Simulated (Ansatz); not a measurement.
hydrogen fluoride, charge +1, doublet, geometry from GFN2-xTB (a state made from the parent by changing its charge; the spin is typed, not shown lowest); MP2/6-31G (Ansatz, a program for electronic structure).

Here is a job for Ansatz.
Ansatz 0.2 input:
```yaml
crystal:
  periodic: [false, false, false]
  atoms:
    - {symbol: F, position_ang: [-0.00000000, -0.00000000, -0.10443316]}
    - {symbol: H, position_ang: [0.00000000, 0.00000000, 0.93989843]}
basis:
  gaussian:
    orbitals: 6-31G
total_charge: 1
magnetization: {spin_polarized: true, initial_magnetization: 1}
correlation: {method: mp2}
```

What the program printed (banner, timings and long lists left out):

```
Functional definition: HF
107 factors; integrals over basis functions are off by at most 4.0e-4 eV
mean field evaluation 1: about -2705.2340 eV, gradient 2.0e1 eV
mean field evaluation 2: about -2705.2450 eV, gradient 2.0e1 eV
mean field evaluation 4: about -2706.6291 eV, gradient 8.3e-1 eV
mean field evaluation 8: about -2706.6338 eV, gradient 1.6e-3 eV
mean field evaluation 16: about -2706.6338 eV, gradient 4.3e-4 eV
mean field -2706.63378531 eV, -99.4669569878 hartree, gradient 2.1e-6 eV, S^2 0.753701; 2 other end points of the search recorded, 0 dependent functions left out
1 core orbitals not correlated
reference -2706.63378531 eV, -99.4669569878 hartree; 4, 3 occupied and 6, 7 virtual orbitals, 107 factors
second order -2.38174796 eV of doubles, -0.00000000 eV of singles
Total energy: -2709.01553326 eV, -99.5544846107 hartree
```
